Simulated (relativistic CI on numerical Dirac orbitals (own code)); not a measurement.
# How well does a small relativistic CI reproduce I I?

Calculated at this level of theory: Dirac-Coulomb-Breit CI, KLI orbitals optimised for each configuration, model QED (radiative potential, 1s self-energy scaled to tabulated hydrogen-like ionisation energies), valence Slater integrals scaled by 0.85, P86 correlation energy added to each configuration (own radial code, finite nucleus).

Configuration list (outside the closed core [Kr] 4d10): 5s²5p⁵, 5s²5p⁴6s, 5s²5p⁴6p, 5s²5p⁴5d, 5s²5p⁴7p, 5s5p⁶, 5s²5p⁴7s, 5s²5p⁴6d, 5s²5p⁴4f, 5s²5p⁴8s, 5s²5p⁴8p, 5s²5p⁴7d, 5s²5p⁴5f, 5s²5p⁴5g, 5s²5p⁴8d, 5s²5p³5d², 5s²5p²5d²6s, 5s²5p²5d²6p, 5s²5p²5d³, 5s²5p²5d²7p, 5s²5p²5d²7s. Double excitations out of closed p, d and f shells are left out; levels of such configurations are missing from the list, as are those of other unlisted configurations, and high levels can miss mixing partners. These lack a partner that the ground configuration has and come out too high: 5s²5p⁴6d, 5s²5p⁴4f, 5s²5p⁴8s, 5s²5p⁴8p, 5s²5p⁴7d.

```csv
Configuration,Term (tabulated),J,Measured (cm⁻¹),Computed,Error,Purity (%)
5s²5p⁵,2P°,3/2,0.0,0,0,99
5s²5p⁵,2P°,1/2,7603.1,7685,82,99
5s²5p⁴6s,2[2],5/2,54633.5,55187,553,90
5s²5p⁴6s,2[0],1/2,60896.2,61424,527,81
5s²5p⁴6s,2[1],1/2,63186.8,64017,831,88
5s²5p⁴6p,2[2]°,3/2,64990.0,64462,-528,51
5s²5p⁴6p,2[3]°,7/2,65670.0,65020,-650,90
5s²5p⁴6p,2[1]°,1/2,65857.0,65295,-562,40
5s²5p⁴6p,2[1]°,3/2,67062.1,66292,-770,51
5s²5p⁴6s,2[2],5/2,68587.9,70049,1461,73
5s²5p⁴6p,2[0]°,1/2,71501.5,70940,-561,38
5s²5p⁴6p,2[1]°,1/2,71813.9,71271,-543,39
5s²5p⁴6p,2[1]°,3/2,71976.7,71338,-639,60
5s²5p⁴6p,2[2]°,3/2,72807.1,72187,-620,34
5s²5p⁴6p,2[1]°,3/2,73054.5,72379,-675,64
5s²5p⁴6p,2[1]°,1/2,73387.1,72743,-644,42
5s²5p⁴6p,2[1]°,3/2,78415.2,78978,563,80
5s²5p⁴6p,2[3]°,7/2,79003.6,79295,292,89
5s²5p⁴6p,2[1]°,1/2,79701.6,79634,-67,70
5s²5p⁴6p,2[2]°,3/2,80039.8,80178,138,68
```

Measured levels from NIST Handbook of Basic Atomic Spectroscopic Data (Sansonetti and Martin, J. Phys. Chem. Ref. Data 34, 1559 (2005)); pairs were made by configuration, J and term (by order where the table uses no LS term), so strongly mixed levels may be paired wrongly.

Mean error by configuration (cm⁻¹): 5s²5p⁵ 82; 5s²5p⁴6s 843; 5s²5p⁴6p -376. Over the excited levels the mean absolute error is 563 cm⁻¹ (19 of the 33 excited levels that our extract of the source holds in range could be paired, and the others can miss by more), and the median relative error of those above 1,000 cm⁻¹ is 0.87 %.

Transition probabilities of persistent lines. The last column rescales the computed rate by the cube of measured over computed energy:

```csv
λ measured (Å),Lower,Upper,A tabulated (s⁻¹),A computed,A rescaled
1830.38 vacuum,5s²5p⁵ ²P°3/2,5s²5p⁴6s ²[2]5/2,1.60e+07,1.58e+07,1.53e+07
```
